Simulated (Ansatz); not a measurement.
`CN(C)B(N(C)C)N(C)C` and `C[N](C)[In]([N](C)C)[N](C)C` differ in one element.

Ansatz, PBE0-D4/def2-TZVP geometries, multiplicity 1. Each molecule was computed in one conformer, which needn't be the lowest.

Elements past krypton have def2 core potentials.

| property | `CN(C)B(N(C)C)N(C)C` |
| --- | --- |
| LUMO energy (PBE/def2-TZVPP) / eV | 0.07 |
| LUMO energy (PBE0/def2-TZVPP) / eV | 0.85 |
| HOMO energy (ωB97M-V/def2-TZVPP) / eV | -8.11 |
| HOMO–LUMO gap (PBE/def2-TZVPP) / eV | 4.65 |
| LUMO energy (ωB97M-V/def2-TZVPP) / eV | 2.18 |
| LUMO energy (B3LYP/def2-TZVPP) / eV | 0.54 |

(1) What does the change do to each property? (An estimate is asked.)

## Answers

(1) Ansatz gave: 
```csv
property,`C[N](C)[In]([N](C)C)[N](C)C`,shift
LUMO energy (PBE/def2-TZVPP) / eV,-1.54,-1.61
LUMO energy (PBE0/def2-TZVPP) / eV,-0.67,-1.52
HOMO energy (ωB97M-V/def2-TZVPP) / eV,-7.92,0.19
HOMO–LUMO gap (PBE/def2-TZVPP) / eV,2.85,-1.80
LUMO energy (ωB97M-V/def2-TZVPP) / eV,0.79,-1.39
LUMO energy (B3LYP/def2-TZVPP) / eV,-0.95,-1.49
```

With PBE0 the HOMO rises by 0.20 eV and the LUMO falls by 1.52 eV, so the gap narrows by about 1.72 eV. PBE moves the HOMO by 0.18 eV and ωB97M-V by 0.19 eV.

B3LYP here is the variant with VWN-RPA as its local correlation; programs differ in this.
